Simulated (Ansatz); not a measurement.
`BC[SiH2][SiH3]` + H₂O → `BC[SiH2]O` + SiH₄ at 700 K and 1 bar (formal hydrolysis of the Si–Si bond).

Computed with Ansatz on PBE0-D4/def2-TZVP structures; ΔE is electronic, products minus reactants. CBS: MP2 limit from def2 TZ/QZ plus the TZ coupled-cluster correction, frozen cores. This one scheme is used for every species. Each species was taken in one conformer, which may not be the lowest.

```csv
species,CCSD(T)/CBS energy (Eh),H − E (kJ/mol),S (J/(mol·K))
`BC[SiH2][SiH3]`,-646.39812,328.1,509.1
H₂O,-76.37941,80.5,218.4
`BC[SiH2]O`,-431.34785,285.4,451.9
SiH₄,-291.46306,115.5,252.9
```

H − E and S are ideal-gas, rigid-rotor, harmonic terms from PBE0-D4/def2-TZVP, for one conformer and one mirror image of each species. 1 Eh = 2625.50 kJ/mol, R = 8.31446 J/(mol·K).

Question: By hand: ΔE, ΔH, ΔS and ΔG.

Answer: ΔE = (-431.34785) + (-291.46306) − (-646.39812) − (-76.37941) = -0.03338 Eh = -87.6 kJ/mol. Δ(H − E) = 285.4 + 115.5 − 328.1 − 80.5 = -7.7, so ΔH = -95.3 kJ/mol. ΔS = 451.9 + 252.9 − 509.1 − 218.4 = -22.7 J/(mol·K). ΔG = -95.3 − 700 × (-22.7)/1000 = -79.4 kJ/mol.

Question: By hand: the equilibrium constant, and the temperature at which ΔG would vanish if ΔH and ΔS stayed fixed.

Answer: log₁₀ K = −ΔG/(RT ln 10) = 5.9. ΔG = 0 at ΔH/ΔS = 4198 K, far beyond where these terms or the molecules hold.

ΔH outweighs TΔS. A doubt of 5 kJ/mol in ΔE shifts log₁₀ K by 0.4 here. Other conformers and mirror images would add mixing entropy, several J/(mol·K) or more a flexible species. Modes under 60 cm⁻¹, often nearly free rotors, make the harmonic entropy too high. These are equilibria of isolated gas molecules and say nothing of rates. Largest T1 diagnostic: 0.012 (customary marks: 0.02 for closed shells, 0.045 for open ones).
